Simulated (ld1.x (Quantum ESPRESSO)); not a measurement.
**Which change was made? (Hf, TM)**

ld1.x (Quantum ESPRESSO) 7.5 input, shortened:

```
&input
   title='Hf', zed=72., rel=1, dft='PBE', iswitch=3,
   config='[Xe] 4f14 5d2 6s2 6p0'
 /
 &inputp
   pseudotype=2, tm=.true., lloc=0,
   nlcc=.false.
 /
3
6P  2  1   0.00   0.00  4.20  4.20  0.0
5D  3  2   2.00   0.00  3.00  3.00  0.0
6S  1  0   2.00   0.00  2.60  2.60  0.0
 &test
   configts(1)='5d2 6s2 6p0'
 /
```

Cutoffs, loose and tight: the cutoffs (Ry, on a coarse ladder) from which the occupation-weighted sum of valence levels, in a spherical-Bessel basis at the reference potential, stays within 10 and 1 mRy of its value at 400 Ry. They do not see the model core or the augmentation charge, which bear on the density cutoff. Test errors are all-electron minus pseudo excitation energies from the reference, over the configurations 5d2 6s1 6p0; 5d2 6s0 6p0; 5d1 6s0 6p0; 5d2 6s0 6p2; 5d2 6s1.5 6p0; 5d2 6s1 6p1; 5d2 6s0 6p1; variants that change the core or the reference have their own tests.

The base gives: outcome: generated; cutoff, loose: 18 Ry; cutoff, tight: 25 Ry; bound ghosts: none; largest test error (meV): +302.

Question: After one change the result is: outcome: generated; cutoff, loose: 18 Ry; cutoff, tight: 25 Ry; bound ghosts: none; largest test error (meV): +232. Which change was it?
A. core correction a·sin(br)/r model core inside 3.14 bohr
B. wave 6s (bound): rc 2.60 bohr becomes 6s (bound): rc 3.96 bohr
C. local potential the p channel

Answer: C. The others give: wave 6s (bound): rc 2.60 bohr becomes 6s (bound): rc 3.96 bohr → outcome: generated; cutoff, loose: 18 Ry; cutoff, tight: 21 Ry; bound ghosts: none; largest test error (meV): +99 | core correction a·sin(br)/r model core inside 3.14 bohr → outcome: generated; cutoff, loose: 18 Ry; cutoff, tight: 25 Ry; bound ghosts: none; largest test error (meV): +64.
